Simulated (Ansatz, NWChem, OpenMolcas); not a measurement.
CsBr (SMILES [Br][Cs]): methods side by side

The species is CsBr (2 atoms), meant as a singlet with charge 0. As SMILES, `[Br][Cs]`. The bond length is the measured one.

```xyz
2

Br    0.0000    0.0000    0.0000
Cs    0.0000    0.0000    3.0723
```

Each level gives the HOMO–LUMO gap (eV). The values are calculated.

```tsv
level	kind	program	value (eV)
HF/def2-TZVPP (core potential)	Hartree–Fock	OpenMolcas	8.20
revPBE/def2-TZVPP (core potential)	GGA	NWChem	2.90
TPSS/def2-TZVPP (core potential)	meta-GGA	OpenMolcas	3.18
M06-2X/def2-TZVPP (core potential)	hybrid meta-GGA	OpenMolcas	5.73
PBE0/def2-TZVPP (core potential)	global hybrid	OpenMolcas	4.59
r2SCAN0/def2-TZVPP (core potential)	hybrid meta-GGA	Ansatz	5.13
CAM-B3LYP/def2-TZVPP (core potential)	range-separated hybrid	Ansatz	6.20
B2PLYP/def2-TZVPP (core potential)	double hybrid	NWChem	5.88
```

The values span 2.90 to 8.20 eV. Orbital gaps aren't excitation energies, and those of double hybrids come from the SCF part alone; they tend to grow with the share of exact exchange.
